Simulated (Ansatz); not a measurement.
`C[SiH](N)CN` and `C[SiH](N)[TeH]` differ in one atom or group.

Ansatz, PBE0-D4/def2-TZVP geometries, multiplicity 1. Each molecule was computed in one conformer, which needn't be the lowest.

Elements past krypton have def2 core potentials.  Spin–orbit coupling is left out; it splits and shifts lone-pair levels of the heavy atoms by tenths of an eV.

| property | `C[SiH](N)CN` |
| --- | --- |
| size of the dipole moment (B3LYP/def2-TZVPP) / D | 1.44 |
| HOMO energy (B3LYP/def2-TZVPP) / eV | -6.37 |
| HOMO energy (ωB97M-V/def2-TZVPP) / eV | -9.00 |
| HOMO energy (PBE/def2-TZVPP) / eV | -5.12 |
| HOMO–LUMO gap (ωB97M-V/def2-TZVPP) / eV | 11.14 |
| HOMO–LUMO gap (B3LYP/def2-TZVPP) / eV | 6.79 |

What does the change do to each property? (An estimate is asked.)

Computed: 
```csv
property,`C[SiH](N)[TeH]`,shift
size of the dipole moment (B3LYP/def2-TZVPP) / D,2.15,0.71
HOMO energy (B3LYP/def2-TZVPP) / eV,-6.03,0.34
HOMO energy (ωB97M-V/def2-TZVPP) / eV,-8.32,0.68
HOMO energy (PBE/def2-TZVPP) / eV,-5.22,-0.10
HOMO–LUMO gap (ωB97M-V/def2-TZVPP) / eV,9.76,-1.38
HOMO–LUMO gap (B3LYP/def2-TZVPP) / eV,5.45,-1.34
```

With PBE0 the HOMO rises by 0.35 eV and the LUMO falls by 1.10 eV, so the gap narrows by about 1.45 eV. PBE moves the HOMO by -0.10 eV and ωB97M-V by 0.68 eV. Dipoles are sizes alone; their direction can turn.

B3LYP here is the variant with VWN-RPA as its local correlation; programs differ in this.
